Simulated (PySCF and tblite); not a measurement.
The numbers below are computed, except where a source is named.
C7H11F, numbered as in [F:1][C@@H:2]1[CH:3]=[CH:4][CH2:5][CH2:6][CH2:7][CH2:8]1.

Search: ETKDG and KDG, MMFF94s, GFN2-xTB, 60 starts; geometries at GFN2-xTB. Energies: PBE0-D3(BJ)/pcSseg-1 (IEF-PCM, acetonitrile), with GFN2-xTB thermal terms (modes under about 100 cm⁻¹ blended into free rotors). Symmetry numbers and mirror images are counted. Conformers within 2.5 kcal/mol (GFN2-xTB free energy) were kept, 4 at most. GIAO shieldings: PBE0/pcSseg-1 (IEF-PCM, acetonitrile). Shifts are against TMS (¹H), TMS (¹³C), CFCl3 (¹⁹F) at the same level; of two unlike H on one atom, a is the less shielded. Run with PySCF (density fitting) and tblite.

Question: What shifts does this protocol give at 298.15 K under fast conformational exchange?

Answer: ¹H: 6.45 (H3, 1H), 6.41 (H4, 1H), 5.66 (H2, 1H), 2.35 (H5a, 1H), 2.15 (H5b, 1H), 2.05 (H7a, 1H), 2.04 (H8a, 1H), 1.76 (H8b, 1H), 1.76 (H7b, 1H), 1.64 (H6a, 1H), 1.24 (H6b, 1H) ppm. ¹³C: 146.1 (C3), 141.9 (C4), 98.4 (C2), 39.0 (C8), 32.5 (C5), 31.8 (C7), 30.4 (C6) ppm. ¹⁹F: -207.2 (F1) ppm.

Question: How do the conformers differ?

Answer: The 7-ring runs over atoms 2–3–4–5–6–7–8.
| conformer | shape | weight % |
| --- | --- | --- |
| 1 | 7-ring puckered (ring torsions 0, 61, -78, 67, -67, 79, -63°) | 76.9 |
| 2 | 7-ring puckered (ring torsions -4, -29, 80, -45, -43, 84, -35°) | 15.9 |
| 3 | 7-ring puckered (ring torsions -2, -60, 78, -69, 67, -75, 61°) | 7.2 |

| signal | 1 | 2 | 3 | average |
| --- | --- | --- | --- | --- |
| H2 | 5.68 | 5.64 | 5.41 | 5.66 |
| H3 | 6.49 | 6.28 | 6.37 | 6.45 |
| H4 | 6.39 | 6.32 | 6.80 | 6.41 |
| H5a | 2.35 | 2.23 | 2.66 | 2.35 |
| H5b | 2.10 | 2.36 | 2.27 | 2.15 |
| H6a | 1.71 | 1.44 | 1.36 | 1.64 |
| H6b | 1.05 | 1.87 | 1.84 | 1.24 |
| H7a | 2.11 | 1.66 | 2.31 | 2.05 |
| H7b | 1.72 | 1.85 | 1.95 | 1.76 |
| H8a | 2.05 | 2.21 | 1.54 | 2.04 |
| H8b | 1.65 | 2.13 | 2.19 | 1.76 |
| C2 | 99.5 | 95.8 | 93.2 | 98.4 |
| C3 | 147.4 | 142.6 | 140.3 | 146.1 |
| C4 | 140.7 | 143.7 | 151.4 | 141.9 |
| C5 | 32.7 | 31.3 | 32.5 | 32.5 |
| C6 | 30.3 | 30.0 | 32.2 | 30.4 |
| C7 | 32.8 | 27.3 | 31.0 | 31.8 |
| C8 | 39.4 | 38.5 | 36.2 | 39.0 |
| F1 | -207.2 | -201.5 | -220.5 | -207.2 |

Question: Which signal moves most, for its nucleus, between 250 and 350 K through the change of populations alone?

Answer: H6b: 1.19 ppm at 250 K, 1.24 ppm at 298.15 K, 1.28 ppm at 350 K.

Unscaled ¹⁹F shifts at such levels can be off by tens of ppm; differences between conformers or isomers are more reliable. Shifts are unscaled: against experiment ¹³C can be off by 15 ppm or more and ¹H by 0.8 ppm.
